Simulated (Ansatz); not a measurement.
Input file for `OC(S)=[Se]`:

```yaml
crystal:
  periodic: [false, false, false]
  atoms:
    - {symbol: O, position_ang: [0.258908, 1.193056, -0.698463]}
    - {symbol: C, position_ang: [-0.015610, 0.033193, -0.115590]}
    - {symbol: S, position_ang: [0.611330, 0.044682, 1.502282]}
    - {symbol: Se, position_ang: [-0.895346, -1.291452, -0.922671]}
    - {symbol: H, position_ang: [-0.104249, 1.151359, -1.596489]}
    - {symbol: H, position_ang: [0.186966, -1.194837, 1.784632]}
basis:
  gaussian: {orbitals: def2-SVP}
correlation: {method: ccsd_t}
```

```sh
$ ansatz run in.yaml --threads 2 --pin off --events-out ev --progress --plain --max-ram 4352MiB
```

The program prints (abridged):

```
Functional definition: HF
  name "HF"
  cite "Fock, Z. Phys. 61, 126 (1930) doi:10.1007/BF01340294"
  parent pbe
  exchange = exact_x
  correlation = 0
848 factors; integrals over basis functions are off by at most 1.2e-3 eV
mean field evaluation 1: about -79202.5331 eV, gradient 3.1e1 eV
mean field evaluation 2: about -79202.5953 eV, gradient 3.1e1 eV
mean field evaluation 4: about -79205.0614 eV, gradient 3.4e0 eV
mean field evaluation 8: about -79205.1214 eV, gradient 1.4e-1 eV
mean field evaluation 16: about -79205.0407 eV, gradient 1.2e0 eV
mean field -79205.12162963 eV, -2910.7345327293 hartree, gradient 9.1e-6 eV, S^2 0.000000; 0 other end points of the search recorded, 0 dependent functions left out
16 core orbitals not correlated: weight in the atoms' cores, before any rotation towards them, 1.000 or more for the frozen orbitals, at most 0.000 for the correlated occupied ones
reference -79205.12162963 eV, -2910.7345327293 hartree; 17, 17 occupied and 55, 55 virtual orbitals, 848 factors
second order -18.56851709 eV of doubles, -0.00000000 eV of singles
cycle   1  -18.44012701 eV  change    1.3e-1 eV  update   1.2e-1
cycle   2  -18.97124688 eV  change   -5.3e-1 eV  update   3.8e-2
cycle   3  -19.10635174 eV  change   -1.4e-1 eV  update   2.2e-2
cycle   4  -19.09113386 eV  change    1.5e-2 eV  update   7.0e-3
cycle   5  -19.08912590 eV  change    2.0e-3 eV  update   3.6e-3
cycle   6  -19.09018573 eV  change   -1.1e-3 eV  update   1.2e-3
cycle   7  -19.08956516 eV  change    6.2e-4 eV  update   7.4e-4
cycle   8  -19.08981272 eV  change   -2.5e-4 eV  update   2.4e-4
cycle   9  -19.08996898 eV  change   -1.6e-4 eV  update   8.8e-5
cycle  10  -19.08997272 eV  change   -3.7e-6 eV  update   2.5e-5
perturbative correction -0.66713789 eV, -0.0245168653 hartree
Total energy: -79224.87874024 eV, -2911.4605931524 hartree
```

It took 3.6 s on 2 threads of an Arm Neoverse V2 on a shared host, with 0.36 GiB of host memory at the peak.

The correlation energy is -19.757 eV, 3.4 % of it from (T); the T1 diagnostic reads 0.0161.
